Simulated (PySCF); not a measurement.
C4H14OSi2, triplet, at the geometry of the source list (a higher spin typed on purpose: for a closed-shell molecule this is an excited state) (in this run its highest filled SCF level lies above zero, so its values depend strongly on the basis, on diffuse functions most of all). Base run: DF-B3LYP/STO-3G (PySCF).

Here is a job for PySCF.
```python
from pyscf import gto, scf, dft

mol = gto.M(
    atom='''
C     2.13880000    1.46220000    0.17930000
Si    1.57910000   -0.27440000    0.70930000
C     2.23490000   -1.57560000   -0.50940000
O    -0.04460000   -0.33670000    0.74100000
Si   -1.64560000   -0.09750000    0.59540000
C    -1.97350000    1.68780000    0.03410000
C    -2.35230000   -1.32390000   -0.67140000
H     1.82950000    1.68750000   -0.83960000
H     1.71240000    2.22530000    0.82620000
H     3.22120000    1.56050000    0.22250000
H     1.97970000   -0.57490000    2.08930000
H     1.83420000   -2.56060000   -0.29000000
H     3.31610000   -1.64040000   -0.45110000
H     1.97630000   -1.33760000   -1.53730000
H    -2.17270000   -0.34700000    1.94270000
H    -1.57060000    1.87410000   -0.95960000
H    -3.03900000    1.90400000    0.00150000
H    -1.51280000    2.40230000    0.71230000
H    -2.07800000   -2.34590000   -0.42810000
H    -1.99760000   -1.11950000   -1.67760000
H    -3.43550000   -1.26990000   -0.68950000
''',
    basis='sto-3g',
    spin=2,
    verbose=5,
)

mf = dft.UKS(mol)
mf.xc = 'b3lyp'
mf = mf.density_fit(auxbasis='def2-universal-jkfit')
mf.kernel()
mf.analyze()
```

The base run was repeated with changes; each row names its change, and settings that it needs were set with it.

```csv
change,basis functions,E (Eh),HOMO (eV),dipole (D),core-seconds (rough),outcome
base,57,-805.23960,4.10,0.51,50,converged
basis = LANL2DZ,89,-243.64897,0.03,2.31,50,converged
basis = 6-31G,99,-,-,-,-,not converged
basis = pc-1,176,-,-,-,-,not converged
basis = 6-31G**,176,-,-,-,-,not converged
basis = def2-SVP,176,?,?,?,100,converged
basis = 6-311G**,226,-,-,-,-,not converged
```

### Question
Complete the blanks.

### Answer

- basis = def2-SVP, E (Eh): -814.58903
- basis = def2-SVP, HOMO (eV): -0.11
- basis = def2-SVP, dipole (D): 0.75

Totals compare only among sets that treat the same electrons; sets with core potentials leave the core out.

Open shells are given as the SCF converged; they aren't shown to be the lowest states, and a large step between rows can be another state.
